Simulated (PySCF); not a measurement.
## UHF on Nb+ (niobium, charge +1)

Configuration: [Kr] 4d3 5s1, high-spin 5F determinant (an excited configuration). All numbers are calculated (PySCF 2.14, a scalar-relativistic core potential, in aug-cc-pVTZ-PP with ECP28MDF (6s6p5d3f2g, 88 functions)).

```
Total energy             : -55.927285 hartree
One-electron energy      : -91.8105 hartree
Hartree (Coulomb) energy : 42.0093 hartree
Exchange energy          : -6.1262 hartree
⟨S²⟩                     : 6.0055
⟨L²⟩                     : 12.057
Sum of ⟨r⟩               : 19.37 bohr
Sum of ⟨r²⟩              : 40.45 bohr²
```

```tsv
shell	electrons	mean orbital energy (hartree)	rms radius, mean of both spins (bohr)
4s α	1	-3.08908	1.25
4s β	1	-2.94038	1.25
4p α	3	-2.02998	1.40
4p β	3	-1.83764	1.40
4d α	3	-0.64259	2.08
5s α	1	-0.48402	3.56
```

Energies and moments cover only the electrons outside the core potential.
